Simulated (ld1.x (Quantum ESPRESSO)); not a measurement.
Transferability test, TM potential for Br

ld1.x (Quantum ESPRESSO) 7.5 input, shortened:

```
&input
   title='Br', zed=35., rel=1, dft='BLYP', iswitch=3,
   config='[Ar] 3d10 4s1.75 4p5.25 4d-2'
 /
 &inputp
   pseudotype=2, tm=.true., lloc=-1, rcloc=0.95,
   nlcc=.false.
 /
3
4S  1  0   1.75   0.00  1.25  1.25  0.0
4P  2  1   5.25   0.00  1.25  1.25  0.0
4D  3  2  -2.00   0.05  1.35  1.35  0.0
 &test
   configts(1)='4s1.75 4p5.25'
 /
```

Energies are relative to the spin-unpolarised reference configuration 4s1.75 4p5.25; without spin polarisation the order of configurations can differ from experiment. The frozen-core shift is the all-electron ΔE with the core orbitals held at their reference shape minus the fully relaxed ΔE.

```tsv
valence configuration	charge	ΔE all-electron (eV)	error AE − PS (meV)	frozen-core shift (meV)
4s2 4p5	0	-3.087	+1.4	+0.1
4s2 4p3	+2	31.931	+43	+20
4s2 4p5.3	-0.3	-5.006	+2.5	+0.3
4s1 4p6	0	9.338	+10	+2.3
4s2 4p4.5	+0.5	1.911	+2.0	+0.6
4s2 4p2	+3	65.810	+116	+75
```

Problem. What are ΔE and the potential's error for 4s2 4p4?

Solution. ΔE = 9.314 eV all-electron; the error (AE − PS) is +8.1 meV.

Levels in the configuration 4s2 4p5:

```json
{"level": "4s", "all-electron (eV)": "-20.030", "pseudo (eV)": "-20.040"}
{"level": "4p", "all-electron (eV)": "-7.710", "pseudo (eV)": "-7.710"}
```

ld1.x printed “convergence not achieved” for 7 of the counted tests; their residual had stalled under 1e-8, short of the target of 1e-14.

Note: ghost state, extra bound levels that the all-electron valence spectrum of the same l lacks: s at -121.4 eV. A true bound ghost makes a file unfit for plane-wave use.
